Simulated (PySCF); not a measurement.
Compound: CH2=CFCOOEt, C5H7FO2.
Atom-mapped SMILES: `[CH2:1]=[C:2]([F:3])[C:4](=[O:5])[O:6][CH2:7][CH3:8]` (hydrogens: H9, H10 on C1; H11, H12 on C7; H13, H14, H15 on C8)

Structure optimised with GFN2-xTB, isolated species.

Problem. What internal coordinates does the optimisation give?

Solution. 
```csv
bond,length (Å)
C1=C2,1.324
C2–F3,1.345
C2–C4,1.491
C4=O5,1.206
C4–O6,1.325
O6–C7,1.429
C7–C8,1.516
C1–H9,1.074
C1–H10,1.075
"C7–H11, C7–H12",1.096
"C8–H13, C8–H14, C8–H15",1.086
```

Bonds in one row agree within 0.01 Å and their mean is given. A selection of angles:
```csv
angle,degrees
C1–C2–F3,121.4
C1–C2–C4,123.7
F3–C2–C4,114.9
C2–C4–O5,123.1
C2–C4–O6,111.9
O5–C4–O6,125.0
C4–O6–C7,116.7
O6–C7–C8,108.3
```

Dihedral angles: C1–C2–C4–O5 0° (synperiplanar); C2–C4–O6–C7 180° (antiperiplanar); C4–O6–C7–C8 180° (antiperiplanar).

Of the pairs four or more bonds apart, O5···H9 is among the closest relative to their van der Waals radii: 2.61 Å, 96 % of the sum of Bondi's values. The 8 heavy atoms lie in one plane (0.001 Å rms). The C–C distances run from 1.324 Å (C1=C2, drawn double) to 1.516 Å (C7–C8, drawn single), a spread of 0.192 Å. The C–O distances run from 1.206 Å (C4=O5, drawn double) to 1.429 Å (O6–C7, drawn single), a spread of 0.223 Å.

Point group: Cs (tolerance 0.08 Å). No GFN2-xTB frequencies stand behind this structure, so it isn't proved a minimum. The numbers are those of one conformer.

All values are computed, not measured.
